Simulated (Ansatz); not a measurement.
Diatomic ZrN, multiplicity 4 (not the ground state: that is measured with 2S+1 = 2). No spin–orbit coupling.

Constants: fifth-degree fit in 1/R to seven points, most abundant isotopes. Runs in def2 and cc sets follow the lowest solution found near the PBE0 minimum.

Codes used: Ansatz (Gaussian basis) for Hartree–Fock, density functionals and correlated methods. Each number belongs to the level named beside it. In def2 rows elements past Kr take small-core potentials, without spin–orbit coupling.

Energies at PBE/def2-TZVPP:

```csv
R (Å),E (hartree)
1.642833,-101.60396037
1.686995,-101.61284837
1.727625,-101.61765093
1.773553,-101.61981441
1.819482,-101.61910449
1.872477,-101.61541203
1.934304,-101.60809915
```

Problem. With a reduced mass of 12.1160 u, find the minimum, the force constant and the constants.

Solution. A fifth-degree polynomial in 1/R puts the minimum at r_e = 1.7839 Å with force constant 566 N/m. Then ω_e = (1/2πc)√(k/μ) = 890 cm⁻¹ and B_e = h/(8π²cμr_e²) = 0.4372 cm⁻¹; the cubic and quartic terms give α_e = 0.0021 and ω_e x_e = 3.3 cm⁻¹.

Ansatz is a quantum-chemistry and plane-wave program.
